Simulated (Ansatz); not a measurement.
Reaction (cleavage of the B–Si bond): `[SiH3]BN[SiH3]` + H–F → `FBN[SiH3]` + SiH₄

Computed with Ansatz on PBE0-D4/def2-TZVP structures; ΔE is electronic, products minus reactants. CBS: MP2 limit from def2 TZ/QZ plus the TZ coupled-cluster correction, frozen cores. This one scheme is used for every species. One conformer a species, not always the lowest.

```json
{"species": "`[SiH3]BN[SiH3]`", "SCS-MP2/def2-TZVPP energy (Eh)": "-662.34435"}
{"species": "H–F", "SCS-MP2/def2-TZVPP energy (Eh)": "-100.33020"}
{"species": "`FBN[SiH3]`", "SCS-MP2/def2-TZVPP energy (Eh)": "-471.32077"}
{"species": "SiH₄", "SCS-MP2/def2-TZVPP energy (Eh)": "-291.41820"}
```

Question: Work out ΔE.

Answer: ΔE = (-471.32077) + (-291.41820) − (-662.34435) − (-100.33020) = -0.06442 Eh = -40.4 kcal/mol. CCSD(T)/CBS gives -37.4 kcal/mol.

Largest T1 diagnostic among the species: 0.014.

From PBE to PBE0 (25 % exact exchange), in def2-TZVPP and without D4, ΔE moves by −0.9 kcal/mol. In def2-TZVPP, CCSD(T) changes the Hartree–Fock value by +8.6 kcal/mol (the triples alone add +1.0 kcal/mol) and MP2 by +8.1 kcal/mol.
